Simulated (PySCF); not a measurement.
# Vertical excitation energies

Cyclo-(Cl2SnNH)3.
Cartesian coordinates in Å at the PBE0-D3(BJ)/def2-SVP level; atoms count from 1:
```xyz
15
Cl6H3N3Sn3 angstrom
Sn    -1.8233   -0.2529   -0.9794
Cl    -3.9920    0.5823   -0.9644
Cl    -1.8158   -1.8903   -2.6401
N     -0.5297    1.2365   -1.3527
Sn     1.3828    1.3070   -0.7472
Cl     2.7528    0.0012   -2.1121
Cl     2.1937    3.4801   -0.8301
N      1.3986    0.6441    1.1484
Sn     0.3852   -0.9650    1.7993
Cl     0.0367   -0.7634    4.0889
Cl     1.5929   -2.9366    1.4847
N     -1.3464   -1.0797    0.7883
H     -0.7192    1.7465   -2.2146
H      2.2940    0.7693    1.6212
H     -1.8431   -1.9551    0.9536
```

Method used: PySCF 2.14.0, density-fitted response routines, TDDFT wB97X-D/def2-SVPD, vertical, gas phase, core orbitals frozen in the response, def2 core potentials past Kr. Spin–orbit coupling is left out.

| state | E (eV) | ν̃ (cm⁻¹) | f | main configurations (H = HOMO, L = LUMO) |
| --- | --- | --- | --- | --- |
| S1 | 4.70 | 37900 | 0.0026 | H→L (81%) |
| S2 | 4.74 | 38190 | 0.0004 | H-1→L (81%) |
| S3 | 5.04 | 40650 | 0.078 | H-2→L (76%), H-1→L+2 (8%) |
| S4 | 5.61 | 45270 | 0.0027 | H-4→L (36%), H-1→L+1 (22%), H-3→L (11%) |
| S5 | 5.64 | 45520 | 0.0073 | H-3→L (38%), H→L+2 (10%), H-4→L (8%) |
| S6 | 5.66 | 45630 | 0.018 | H-5→L (40%), H-2→L+1 (11%), H-6→L+1 (10%) |
| S7 | 5.75 | 46370 | 0.0008 | H-9→L (33%), H-4→L (14%), H→L+2 (13%) |
| S8 | 5.86 | 47270 | 0.170 | H-6→L (52%), H-3→L+2 (10%), H-5→L+1 (8%) |
| S9 | 5.90 | 47560 | 0.0096 | H-10→L (54%), H-9→L+2 (15%) |
| S10 | 5.91 | 47670 | 0.032 | H-11→L (38%), H-7→L (15%) |

Triplets (Tamm–Dancoff): T1 4.26 eV, H→L (75%); T2 4.31 eV, H-1→L (74%); T3 4.48 eV, H-2→L (68%), H-1→L+2 (12%), H→L+1 (10%); T4 5.25 eV, H-3→L (54%), H-3→L+2 (10%).

The lowest singlet lies at 4.70 eV (264 nm, ultraviolet) and is very weak; its leading configuration is HOMO→LUMO (81%). The strongest level in the table is S8 at 5.86 eV (212 nm, f = 0.170). Löwdin shares by element: HOMO (one of a set within 0.03 eV) nitrogen 69%, chlorine 6% or more (atoms not listed hold the other 25%); LUMO tin 30%, chlorine 9% or more (atoms not listed hold the other 61%). Orbital energies (eV): HOMO-3 -11.39, HOMO-2 -10.87, HOMO-1 -10.64, HOMO -10.61, LUMO -1.74, LUMO+1 -0.55, LUMO+2 -0.43. The listed states span 1.21 eV, and the widest gap between neighbours is 0.57 eV (S3 to S4). Weighted by f, the mean energy of these states is 5.64 eV. All these states lie below the vertical ionisation energy of 10.40 eV (ΔSCF). Only the lowest 10 singlets were computed, as vertical energies without vibronic structure.

Time: 16 min wall, 36 min CPU (with the writing of density and orbital grids); peak memory 3.5 GiB. Hardware: 2 threads, AMD EPYC 7R43 (x86_64) (shared host).

One conformer stands for the species.
